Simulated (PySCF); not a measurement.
**Two-component Hartree-Fock for Tc (technetium, neutral)**

Start: [Kr] 4d7; 4d3/2 filled at m_j = +1/2, +3/2; 4d5/2 filled at m_j = -3/2, -1/2, +1/2, +3/2, +5/2. Calculated with PySCF 2.14 in x2c-SVPall-2c with one added diffuse shell each of s, p, d type (7s9p7d1f, 76 functions): generalised Hartree-Fock with the X2C-1e Hamiltonian and a Gaussian nucleus; one run each with spin-orbit coupling (SO) switched off, then screened by Boettger's factors. This is a chosen level, not necessarily the ground level.

```csv
spinor shell,electrons,"ε, spin-free (eV)","ε, screened SO (eV)",weight of nominal j (screened SO),"rms radius, screened SO (bohr)"
1s1/2,2,-21148.7,-21147.6,1.000,0.0394
2s1/2,2,-3087.9,-3087.5,1.000,0.162
2p1/2,2,-2756.9,-2838.8,1.000,0.141
2p3/2,4,-2756.9,-2718.5,1.000,0.145
3s1/2,2,-565.68,-565.54,1.000,0.441
3p1/2,2,-453.89,-468.07,1.000,0.439
3p3/2,4,-453.89,-447.12,1.000,0.450
3d3/2,4,-273.09,-275.53,0.993,0.433
3d5/2,6,-273.09,-271.31,0.995,0.437
4s1/2,2,-83.558,-83.501,1.000,1.14
4p1/2,2,-50.567,-54.306,0.810,1.28
4p3/2,4,-50.567,-48.693,0.905,1.29
4d5/2,5,-6.949,-7.612,0.557,2.09
4d3/2,2,-6.949,-5.245,0.649,2.35
```

| quantity | spin-free | screened SO |
| --- | --- | --- |
| E (hartree) | -4282.26038 | -4282.79361 |
| M_J | 9/2 | 9/2 |
| ⟨J²⟩ | 24.920 | 24.924 |
| ⟨L²⟩ | 12.146 | 12.212 |
| ⟨S²⟩ | 3.774 | 3.760 |

Each row is a mean over spinors that exchange with the open shell spreads, by up to 6.696 eV (4p3/2).

Rows whose weight is well below 1 are mixtures of j = l ± 1/2: exchange outweighs spin-orbit coupling there, and the label is only the starting occupation.

⟨J²⟩ departs a little from M_J(M_J + 1) because the unrestricted spinors polarise the closed shells.

Breit and QED terms are absent; they matter most for the inner s and p1/2 levels.

Densities and radii are taken from the X2C orbitals without a picture-change correction, which distorts them close to the nucleus.

Without spin-orbit coupling the j labels of p, d and f shells carry no meaning; the spin-free column gives the mean over the occupied spinors of each nl shell, and its ⟨J²⟩ belongs to a mixture of degenerate components.
